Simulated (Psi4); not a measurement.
C$_{2}$H$_{6}$N (SMILES CC[NH]), doublet, at a GFN2-xTB geometry. Base run: BLYP/STO-3G (Psi4).

Input for Psi4:
```
memory 2 GB

molecule {
0 2
C    -1.19313295    0.22923342   -0.14377722
C     0.17798836   -0.43028425   -0.21453957
N     1.14617846    0.31410065    0.45646090
H    -1.93180819   -0.36761044   -0.67294346
H    -1.14924284    1.21969932   -0.58787706
H    -1.49733299    0.33708216    0.89352925
H     0.12084398   -1.46133405    0.19198873
H     0.46550918   -0.58740119   -1.27484163
H     2.05964920   -0.13283533    0.40481861
}

set {
  basis sto-3g
  reference uks
}

energy('blyp')
print_variables()
```

The base run was repeated with changes; each row names its change, and settings that it needs were set with it.

| change | basis functions | E (Eh) | dipole (D) | core-seconds (rough) |
|---|---|---|---|---|
| base | 21 | -132.72291 | 1.70 | 8 |
| basis = 3-21G | 39 | -133.68288 | 1.82 | 10 |
| basis = 6-31G | 39 | -134.39059 | 2.01 | 10 |
| basis = def2-SV(P) | 54 | -134.31076 | 1.76 | 10 |
| basis = 6-31G* | 57 | -134.42768 | 1.76 | 10 |
| basis = 6-31G** | 75 | -134.43784 | 1.73 | 10 |
| basis = 6-311G** | 90 | -134.47331 | 1.79 | 20 |
| basis = def2-SVPD | 108 | -134.34438 | 1.86 | 30 |
| basis = 6-311+G(2d,p) | 117 | -134.48190 | 1.94 | 20 |
| basis = aug-cc-pVDZ | 123 | -134.45049 | 1.86 | 30 |
| basis = def2-TZVP | 129 | -134.49081 | 1.84 | 40 |
| basis = cc-pVTZ | 174 | -134.48820 | 1.76 | 50 |
| basis = aug-cc-pVTZ | 276 | -134.49201 | 1.85 | 100 |

Totals compare only among sets that treat the same electrons; sets with core potentials leave the core out.

Open shells are given as the SCF converged; they aren't shown to be the lowest states, and a large step between rows can be another state.
